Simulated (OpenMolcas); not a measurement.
**Ti2+ in a ligand field**

Ti2+ with 4 ligands (ammonia) in tetrahedral coordination (S4) at 2.15 Å. Ligand basis ANO-RCC-VDZP.

- Program: OpenMolcas
- Method: CASSCF
- Basis: ANO-RCC-VDZP [5s4p2d1f]
- Scalar Hamiltonian: DKH2, point nucleus
- Active space: 2 electrons in 5 orbitals (3d)
- State averaging: 2S+1 = 3 even, 10 roots; 2S+1 = 1 even, 15 roots
- Spin-orbit coupling: RASSI with atomic mean-field integrals over the reference wave functions

The lowest spin-free states, above the lowest:

```csv
State,Degeneracy,E (cm-1)
2S+1 = 3,1,0.0
2S+1 = 3,2,6501
2S+1 = 3,1,6517
2S+1 = 3,1,10834
2S+1 = 3,2,10839
2S+1 = 1,1,11665
2S+1 = 1,1,11667
2S+1 = 1,2,17905
2S+1 = 1,1,17923
2S+1 = 1,1,19051
2S+1 = 3,1,19324
2S+1 = 3,2,19331
2S+1 = 1,2,20824
2S+1 = 1,1,20829
2S+1 = 1,1,24062
2S+1 = 1,1,24077
2S+1 = 1,1,26760
2S+1 = 1,2,26765
2S+1 = 1,1,45376
```

The lowest levels with spin-orbit coupling:

| E (cm-1) | Degeneracy | 2S+1 | g |
| --- | --- | --- | --- |
| 0.0 | 3 | 3 |  |
| 6473 | 1 | 3 |  |
| 6488 | 1 | 3 |  |
| 6494 | 2 | 3 | 0.00 0.00 1.72 |
| 6515 | 1 | 3 |  |
| 6522 | 1 | 3 |  |
| 6526 | 1 | 3 |  |
| 6532 | 2 | 3 | 0.00 0.00 3.12 |
| 10764 | 1 | 3 |  |
| 10767 | 1 | 3 |  |
| 10775 | 2 | 3 | 0.00 0.00 0.94 |
| 10778 | 1 | 3 |  |
| 10909 | 2 | 3 | 0.00 0.00 0.86 |
| 10912 | 1 | 3 |  |
| 10974 | 1 | 3 |  |
| 11686 | 1 | 1 |  |
| 11687 | 1 | 1 |  |
| 17897 | 2 | 1 | 0.00 0.00 0.87 |
| 17915 | 1 | 1 |  |
| 19047 | 1 | 1 |  |

Electric-dipole absorption from the lowest level at this geometry, strongest bands:

```json
{"E (cm-1)": "10764", "λ (nm)": "929", "f": "1.64e-04"}
{"E (cm-1)": "10767", "λ (nm)": "929", "f": "1.65e-04"}
{"E (cm-1)": "10775", "λ (nm)": "928", "f": "3.34e-04"}
{"E (cm-1)": "10778", "λ (nm)": "928", "f": "1.68e-04"}
{"E (cm-1)": "10909", "λ (nm)": "917", "f": "3.07e-04"}
{"E (cm-1)": "10912", "λ (nm)": "916", "f": "1.54e-04"}
{"E (cm-1)": "10974", "λ (nm)": "911", "f": "1.48e-04"}
{"E (cm-1)": "17897", "λ (nm)": "559", "f": "6.27e-06"}
{"E (cm-1)": "19047", "λ (nm)": "525", "f": "1.52e-05"}
{"E (cm-1)": "19244", "λ (nm)": "520", "f": "3.06e-04"}
{"E (cm-1)": "19283", "λ (nm)": "519", "f": "6.61e-04"}
{"E (cm-1)": "19287", "λ (nm)": "518", "f": "3.31e-04"}
{"E (cm-1)": "19381", "λ (nm)": "516", "f": "3.48e-04"}
{"E (cm-1)": "19385", "λ (nm)": "516", "f": "3.49e-04"}
{"E (cm-1)": "19394", "λ (nm)": "516", "f": "6.91e-04"}
{"E (cm-1)": "19397", "λ (nm)": "516", "f": "3.46e-04"}
```

Powder χT (cm3 K/mol): 0.943 at 2 K, 0.945 at 10 K, 0.955 at 50 K, 0.967 at 100 K, 0.993 at 200 K, 1.02 at 300 K. The effective moment at 300 K is 2.828 √(χT) = 2.85 μB.

The lowest level has 2S+1 = 3, for which the spin-only value is χT = S(S+1) / 2 = 1.000 cm3 K/mol (g = 2). The computed 1.018 at 300 K differs by +0.018, through orbital momentum, spin-orbit coupling and any other state in reach.

Metal share of the active 3d orbitals (Löwdin): 87, 87, 87, 95, 95 %; Mulliken charge of the metal 1.43.

Without dynamic correlation the repulsion within the d shell is too large (B by tens of per cent), so at a given field states of lower spin stand too high. Ligand-to-metal charge-transfer states are missing. With no ligand orbital active B as a rule stays too high, so bands that hang on it stand too high and its fall with covalency is understated. With metal d orbitals alone and no dynamic correlation the field as a rule comes out too small, by tens of per cent, by up to half for chloride and softer ligands. No measured value stands beside these numbers; the geometry was imposed, not optimised, and the real ion may take another.

The RASSCF and RASSI steps took 57 s on 1 thread of Arm Neoverse V1, on a shared host; the integral step is not counted.

With an even number of electrons the g values are those of a degenerate or nearly degenerate non-Kramers pair.
